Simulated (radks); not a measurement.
Results of a calculation; reference values are marked as such.
The mean radii <r> (bohr) of the occupied orbitals of an atom or ion are listed with their occupations. Code: a radial shooting solver on a logarithmic mesh with Libxc functionals. Model: Dirac Kohn-Sham, PBEsol, spin-unpolarised, spherical densities, finite nucleus; Fermi nuclear charge, rms radius of each element as measured or else 0.836 A^(1/3) + 0.57 fm.

orbital  occ.      <r>
1s1/2       2  0.08103
2s1/2       2   0.3761
2p1/2       2   0.3339
2p3/2       3   0.3361
3s1/2       1    1.004

Name the element and its charge. Open shells, if any, fill j = l - 1/2 first.

Answer. Z = 19, potassium, charge +9: K9+ in [He] 2s2 2p5 3s1. The 1s radius gives Z: for a bare nucleus <r> = (2 gamma + 1)/(2Z) with gamma = sqrt(1 - (Z/c)^2), 0.07844 bohr for Z = 19, and screening makes it slightly larger (0.08103 here). The occupations add up to 10, and the charge is Z minus that.
